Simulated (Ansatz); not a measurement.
Basis-set extrapolation for CH8O3Si2, SMILES `CO[SiH](O)O[SiH3]` (PBE0-D4/def2-TZVP geometry, frozen core, Ansatz 0.2.0). Multiplicity 1, RHF reference.

|  | def2-TZVPP | def2-QZVPP |
| --- | --- | --- |
| HF | -845.326452 | -845.359273 |
| MP2 correlation | -1.125037 | -1.213516 |
| CCSD(T) correlation | -1.212190 | not run |

Energies in hartree. Use E(X) = E(∞) + A·exp(−7.88·√X) for Hartree–Fock and E(X) = E(∞) + B·X^(−2.97) for correlation, with X = 3 and 4, and add CCSD(T) minus MP2 of the smaller set to the MP2 limit.

**Question.** What is the CCSD(T) energy at the basis-set limit?

**Answer.** HF limit: -845.359273 + (-0.032821) × 0.13774 = -845.36379. MP2 limit: -1.213516 + (-0.088479) × 0.74074 = -1.27906. Higher-order term: -1.212190 − (-1.125037) = -0.08715. Total: -846.73000 hartree, 120.1 kcal/mol below CCSD(T)/def2-TZVPP.
